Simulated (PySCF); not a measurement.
PySCF input file for Rb(Cl) cation (ClRb), SMILES [Rb][Cl] (connectivity only; charge and spin as stated), charge +1, multiplicity 2, TDA-LC-ωPBE/def2-TZVPD. Geometry: B3LYP-D3(BJ)/def2-TZVPD. The multiplicity is an assumed one; other spin states were not compared. The def2 effective core potentials stand for the cores of Rb; spin–orbit coupling is left out.

```python
import numpy as np
from pyscf import gto, scf, dft, tdscf

mol = gto.M(
    atom='''
    Rb    0.00000000    0.00000000   -1.22384625
    Cl    0.00000000    0.00000000    2.66366537
    ''',
    basis='def2-TZVPD',
    ecp={'Rb': 'def2-tzvp'},
    charge=1,
    spin=1,
    max_memory=1600,
    verbose=4,
)
mf = dft.UKS(mol, xc='lc_wpbe').density_fit(auxbasis='def2-universal-jkfit')
mf.grids.level = 3
mf.conv_tol = 1e-9
mf.max_cycle = 100
mf.kernel()
fine, coarse = mf.grids, dft.Grids(mol).set(level=1).build(with_non0tab=True)
for _ in range(3):  # follow internal instabilities
    mf.grids = coarse
    mo, _, stable, _ = mf.stability(return_status=True, nroots=4)
    mf.grids = fine
    if stable:
        break
    mf.kernel(mf.make_rdm1(mo, mf.mo_occ))
mf.grids = dft.Grids(mol).set(level=1).build(with_non0tab=True)  # coarser grid for the response kernel
td = tdscf.TDA(mf)
td.nstates = 10
td.conv_tol = 1e-4
td.kernel(x0=td.get_init_guess(mf, 15))
td.analyze(verbose=3)
```

Output:

```
PySCF version 2.14.0

[INPUT] verbose = 4
[INPUT] num. atoms = 2
[INPUT] num. electrons = 25
[INPUT] charge = 1
[INPUT] spin (= nelec alpha-beta = 2S) = 1
[INPUT] symmetry False subgroup None
[INPUT] Mole.unit = angstrom
[INPUT] Symbol           X                Y                Z      unit          X                Y                Z       unit  Magmom
[INPUT]  1 Rb     0.000000000000   0.000000000000  -1.223846250000 AA    0.000000000000   0.000000000000  -2.312734231076 Bohr   0.0
[INPUT]  2 Cl     0.000000000000   0.000000000000   2.663665370000 AA    0.000000000000   0.000000000000   5.033598036788 Bohr   0.0

nuclear repulsion = 20.8267192962783
number of shells = 29
number of NR pGTOs = 115
number of NR cGTOs = 79
basis = def2-TZVPD
ecp = {'Rb': 'def2-tzvp'}


[settings echo left out]
init E= -481.211973241309
  alpha nocc = 13  HOMO = -0.5046876314989  LUMO = -0.168753349360273

WARN: beta  nocc = 12  HOMO -0.504687631498926 >= LUMO -0.504687631498909


WARN: HOMO -0.5046876314989 >= LUMO -0.504687631498909

cycle= 1 E= -483.974371453459  delta_E= -2.76  |g|= 0.197  |ddm|= 1.65
  alpha nocc = 13  HOMO = -0.626615455267752  LUMO = -0.135900764692401
  beta  nocc = 12  HOMO = -0.608862464487463  LUMO = -0.285179766729698
  HOMO = -0.608862464487  LUMO = -0.28517976673  gap/eV = 8.80785
cycle= 2 E= -483.988484243197  delta_E= -0.0141  |g|= 0.0396  |ddm|= 0.288
  alpha nocc = 13  HOMO = -0.612095541669251  LUMO = -0.138573500260804
  beta  nocc = 12  HOMO = -0.59614820736735  LUMO = -0.264742344794023
  HOMO = -0.596148207367  LUMO = -0.264742344794  gap/eV = 9.01801
cycle= 3 E= -483.989020717949  delta_E= -0.000536  |g|= 0.0128  |ddm|= 0.0487
  alpha nocc = 13  HOMO = -0.614278067558744  LUMO = -0.138431395516484
  beta  nocc = 12  HOMO = -0.598934467143872  LUMO = -0.265341164213801
  HOMO = -0.598934467144  LUMO = -0.265341164214  gap/eV = 9.07754
cycle= 4 E= -483.989075581207  delta_E= -5.49e-05  |g|= 0.00297  |ddm|= 0.00851
  alpha nocc = 13  HOMO = -0.613542126878384  LUMO = -0.138287406694666
  beta  nocc = 12  HOMO = -0.598471339643701  LUMO = -0.264099724229659
  HOMO = -0.598471339644  LUMO = -0.26409972423  gap/eV = 9.09872
cycle= 5 E= -483.989082129491  delta_E= -6.55e-06  |g|= 0.000476  |ddm|= 0.00381
  alpha nocc = 13  HOMO = -0.613477452389478  LUMO = -0.138309709930887
  beta  nocc = 12  HOMO = -0.598447382651467  LUMO = -0.26394304082541
  HOMO = -0.598447382651  LUMO = -0.263943040825  gap/eV = 9.10233
cycle= 6 E= -483.989082344812  delta_E= -2.15e-07  |g|= 6e-05  |ddm|= 0.000751
  alpha nocc = 13  HOMO = -0.613498202678339  LUMO = -0.13831021373089
  beta  nocc = 12  HOMO = -0.598460515838322  LUMO = -0.263958277160334
  HOMO = -0.598460515838  LUMO = -0.26395827716  gap/eV = 9.10227
cycle= 7 E= -483.989082349819  delta_E= -5.01e-09  |g|= 1.36e-05  |ddm|= 0.00015
  alpha nocc = 13  HOMO = -0.613497198772851  LUMO = -0.13830986984356
  beta  nocc = 12  HOMO = -0.598456695879802  LUMO = -0.263956140011423
  HOMO = -0.59845669588  LUMO = -0.263956140011  gap/eV = 9.10222
cycle= 8 E= -483.989082350061  delta_E= -2.42e-10  |g|= 3.98e-06  |ddm|= 2.63e-05
  alpha nocc = 13  HOMO = -0.613497844407309  LUMO = -0.138310060880883
  beta  nocc = 12  HOMO = -0.598456605813757  LUMO = -0.263956445005
  HOMO = -0.598456605814  LUMO = -0.263956445005  gap/eV = 9.10221
Extra cycle  E= -483.989082350079  delta_E= -1.78e-11  |g|= 1.66e-06  |ddm|= 5.59e-06
converged SCF energy = -483.989082350079  <S^2> = 0.75419114  2S+1 = 2.0041868
tot grids = 14408
uhf_internal: lowest eigs of H = [-4.23935604e-05  1.24652170e-02  6.12287978e-01  6.20239660e-01]
<class 'pyscf.df.df_jk.DFUKS'> wavefunction has an internal instability


******** <class 'pyscf.df.df_jk.DFUKS'> ********
method = DFUKS
initial guess = minao
damping factor = 0
level_shift factor = 0
DIIS = <class 'pyscf.scf.diis.CDIIS'>
diis_start_cycle = 1
diis_space = 8
diis_damp = 0
SCF conv_tol = 1e-09
SCF conv_tol_grad = None
SCF max_cycles = 100
direct_scf = False
number electrons alpha = 13  beta = 12
XC library pyscf.dft.libxc version 7.1.2
    S. Lehtola, C. Steigemann, M. J. T. Oliveira, and M. A. L. Marques,  SoftwareX 7, 1–5 (2018)
XC functionals = lc_wpbe
    O. A. Vydrov and G. E. Scuseria,  J. Chem. Phys. 125, 234109 (2006)
radial grids:
    Treutler-Ahlrichs [JCP 102, 346 (1995); DOI:10.1063/1.469408] (M4) radial grids

becke partition: Becke, JCP 88, 2547 (1988); DOI:10.1063/1.454033
pruning grids: <function nwchem_prune>
grids dens level: 3
symmetrized grids: False
atomic radii adjust function: <function treutler_atomic_radii_adjust>
small_rho_cutoff = 0
Set gradient conv threshold to 3.16228e-05
init E= -483.98000639217
  alpha nocc = 13  HOMO = -0.612441083080148  LUMO = -0.138327357578248
  beta  nocc = 12  HOMO = -0.601343670123046  LUMO = -0.261656125811342
  HOMO = -0.601343670123  LUMO = -0.261656125811  gap/eV = 9.24337
cycle= 1 E= -483.988556030394  delta_E= -0.00855  |g|= 0.0246  |ddm|= 0.0787
  alpha nocc = 13  HOMO = -0.612544316420854  LUMO = -0.138310339493906
  beta  nocc = 12  HOMO = -0.59881972666798  LUMO = -0.263012426665313
  HOMO = -0.598819726668  LUMO = -0.263012426665  gap/eV = 9.13778
cycle= 2 E= -483.989030000244  delta_E= -0.000474  |g|= 0.00743  |ddm|= 0.0191
  alpha nocc = 13  HOMO = -0.61360999924448  LUMO = -0.138307413426695
  beta  nocc = 12  HOMO = -0.598692561309305  LUMO = -0.264087302195321
  HOMO = -0.598692561309  LUMO = -0.264087302195  gap/eV = 9.10507
cycle= 3 E= -483.989081716684  delta_E= -5.17e-05  |g|= 0.000737  |ddm|= 0.00869
  alpha nocc = 13  HOMO = -0.613435140693408  LUMO = -0.138309275588469
  beta  nocc = 12  HOMO = -0.598441903629132  LUMO = -0.263909022076703
  HOMO = -0.598441903629  LUMO = -0.263909022077  gap/eV = 9.10310
cycle= 4 E= -483.989081964412  delta_E= -2.48e-07  |g|= 0.000209  |ddm|= 0.000626
  alpha nocc = 13  HOMO = -0.613488188870105  LUMO = -0.138309084119712
  beta  nocc = 12  HOMO = -0.598460139531167  LUMO = -0.263951463106366
  HOMO = -0.598460139531  LUMO = -0.263951463106  gap/eV = 9.10244
cycle= 5 E= -483.989082001235  delta_E= -3.68e-08  |g|= 4.34e-05  |ddm|= 0.000244
  alpha nocc = 13  HOMO = -0.613497880272497  LUMO = -0.138309144486357
  beta  nocc = 12  HOMO = -0.59845735012139  LUMO = -0.263956170537902
  HOMO = -0.598457350121  LUMO = -0.263956170538  gap/eV = 9.10224
cycle= 6 E= -483.98908200457  delta_E= -3.33e-09  |g|= 7.41e-06  |ddm|= 8.58e-05
  alpha nocc = 13  HOMO = -0.613496047941181  LUMO = -0.138309161843466
  beta  nocc = 12  HOMO = -0.598454491453728  LUMO = -0.26395382108808
  HOMO = -0.598454491454  LUMO = -0.263953821088  gap/eV = 9.10223
cycle= 7 E= -483.989082004657  delta_E= -8.73e-11  |g|= 2.73e-06  |ddm|= 9.92e-06
  alpha nocc = 13  HOMO = -0.613496807650413  LUMO = -0.13830915639695
  beta  nocc = 12  HOMO = -0.598455158990517  LUMO = -0.263954451552863
  HOMO = -0.598455158991  LUMO = -0.263954451553  gap/eV = 9.10223
Extra cycle  E= -483.989082004672  delta_E= -1.49e-11  |g|= 1.62e-06  |ddm|= 3.42e-06
converged SCF energy = -483.989082004672  <S^2> = 0.75419113  2S+1 = 2.0041868
uhf_internal: lowest eigs of H = [1.34661588e-05 1.24573854e-02 6.12288784e-01 6.20216823e-01]
<class 'pyscf.df.df_jk.DFUKS'> wavefunction is stable in the internal stability analysis
tot grids = 14408


******** <class 'pyscf.tdscf.uks.TDA'> for <class 'pyscf.df.df_jk.DFUKS'> ********
nstates = 10
deg_eia_thresh = 1.000e-03
wfnsym = None
conv_tol = 0.0001
eigh lindep = 1e-12
eigh level_shift = 0
eigh max_cycle = 100


Excitation energies (eV)
[ 0.19732265  0.36830073  8.54991243  8.59997092  8.94118092  9.10272135
 10.24143419 10.28970901 10.33956572 10.34373458]

** Excitation energies and oscillator strengths **
Excited State   1:      0.19732 eV   6283.32 nm  f=0.0000
Excited State   2:      0.36830 eV   3366.38 nm  f=0.0000
Excited State   3:      8.54991 eV    145.01 nm  f=0.0134
Excited State   4:      8.59997 eV    144.17 nm  f=0.0211
Excited State   5:      8.94118 eV    138.67 nm  f=0.0320
Excited State   6:      9.10272 eV    136.21 nm  f=0.1187
Excited State   7:     10.24143 eV    121.06 nm  f=0.0073
Excited State   8:     10.28971 eV    120.49 nm  f=0.0000
Excited State   9:     10.33957 eV    119.91 nm  f=0.0021
Excited State  10:     10.34373 eV    119.86 nm  f=0.0169
```

The run converged.

Cost: roughly 50 core-seconds.
